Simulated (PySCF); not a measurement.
O₂Si₂, SMILES o1[si]2o[si]1=2.

Coordinates come from a B3LYP-D3(BJ)/def2-SVP optimisation.

Two levels are set side by side: TDDFT-PBE/def2-SVPD (PySCF) and ADC(2)/aug-cc-pVDZ (PySCF). Vertical, same geometry; the bases differ. Differences are taken from unrounded values.

| quantity | ADC(2) | TDDFT-PBE | TDDFT-PBE minus ADC(2) |
|---|---|---|---|
| lowest singlet excitation (eV) | 3.73 | 3.06 | -0.67 |

A lower first singlet is the usual sign of a functional without exact exchange. Differences between two approximate levels are no errors against the true value.

Rough cost on one machine, each run with all the roots and properties that it gave: ADC(2) against TDDFT-PBE about 20 times.
